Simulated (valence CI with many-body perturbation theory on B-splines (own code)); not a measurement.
# I XXI: E2, E3, M1, M2 decay

Method: relativistic CI+MBPT: five valence electrons over a frozen Dirac-Fock core [Ar] 3d10, a basis of 11 s, 11 p, 10 d, 8 f, 5 g, 2 h functions for each j, with the one-electron correlation potential Σ1 (screened to all orders), the two-electron term Σ2, the three-electron term Σ3, Breit, model QED; selected single and double excitations, second order for the rest, scaled by the run's own slope (own B-spline code, finite nucleus).

No measured spectrum was set against this ion. As an estimate, levels hold to about 250 cm⁻¹ or 0.2 % of their energy and the worst to 1 %, as in measured heavy ions of charge 2 to 7; those with d or f electrons hold less well. Among the levels kept, up to 2100 cm⁻¹ of a level comes from second order outside the variational space, and about a tenth of that is noise between levels of different J, which matters for small intervals.

Lines 1 to 21 of 21 in falling wavelength, among levels below 1684400 cm⁻¹, chosen from the decays that carry over 1 % of a level's rate. Wavelengths and rates use the calculated energies, so an error of 1000 cm⁻¹ moves a line at 104.5 nm by 1 % and its rate by three times that or more. Electric multipoles are in the length gauge, E1 and E2 with the static RPA response of the core. S is in atomic units (e²a₀⁴ for E2 and M2, e²a₀⁶ for E3), for M1 in squared Bohr magnetons. Weak lines are less certain than strong ones. Lines between different terms over intervals too small for the method are left out, as are lines whose strength nearly cancels.

Names give the largest LS component (configuration and term), which can be under half, so a name can repeat, a term be missing and a line seem to break the LS rules; names also repeat where a configuration has a term twice.

```
λ vac (nm)              Upper              Lower  Type   A (s⁻¹)  S (a.u.)
     417.4    4s2 4p3 2D°_5/2    4s2 4p3 2D°_3/2    M1  7.73e+01  1.25e+00
     349.8  4s2 4p2 4d 4F_9/2  4s2 4p2 4d 4F_7/2    M1  4.30e+02  6.83e+00
     150.3  4s2 4p2 4d 2G_9/2  4s2 4p2 4d 2G_7/2    M1  3.38e+03  4.26e+00
     106.0  4s2 4p2 4d 4F_9/2  4s2 4p2 4d 4F_5/2    E2  2.20e+01  2.63e-01
     104.5    4s2 4p3 2D°_3/2    4s2 4p3 4S°_3/2    M1  1.91e+04  3.24e+00
     103.7    4s2 4p3 2P°_3/2    4s2 4p3 2P°_1/2    M1  4.81e+03  7.95e-01
     87.77  4s2 4p2 4d 2G_9/2  4s2 4p2 4d 4F_9/2    M1  1.18e+04  2.95e+00
     83.57    4s2 4p3 2D°_5/2    4s2 4p3 4S°_3/2    M1  3.68e+03  4.78e-01
     83.57    4s2 4p3 2D°_5/2    4s2 4p3 4S°_3/2    E2  1.44e+02  3.15e-01
     77.77    4s2 4p3 2P°_3/2    4s2 4p3 2D°_5/2    M1  9.70e+03  6.77e-01
     73.66  4s2 4p2 4d 2G_9/2  4s2 4p2 4d 4D_7/2    M1  5.26e+03  7.79e-01
     70.16  4s2 4p2 4d 2G_9/2  4s2 4p2 4d 4F_7/2    M1  7.17e+03  9.18e-01
     65.89    4s2 4p3 2P°_1/2    4s2 4p3 4S°_3/2    M1  2.29e+04  4.86e-01
     65.89    4s2 4p3 2P°_1/2    4s2 4p3 4S°_3/2    E2  3.14e+02  6.96e-02
     65.55    4s2 4p3 2P°_3/2    4s2 4p3 2D°_3/2    M1  4.60e+04  1.92e+00
     62.93  4s2 4p2 4d 4F_9/2      4s 4p4 2D_5/2    E2  1.39e+01  1.22e-02
     40.28    4s2 4p3 2P°_3/2    4s2 4p3 4S°_3/2    M1  1.07e+03  1.03e-02
     31.92  4s2 4p2 4d 4F_9/2      4s 4p4 4P_5/2    E2  2.39e+02  7.06e-03
     23.41  4s2 4p2 4d 2G_9/2      4s 4p4 4P_5/2    E2  1.40e+03  8.77e-03
     14.83  4s2 4p2 4d 4F_9/2    4s2 4p3 2D°_5/2    M2  5.86e+02  3.75e-04
     12.60  4s2 4p2 4d 4F_9/2    4s2 4p3 4S°_3/2    E3  2.02e+01  3.22e-01
```
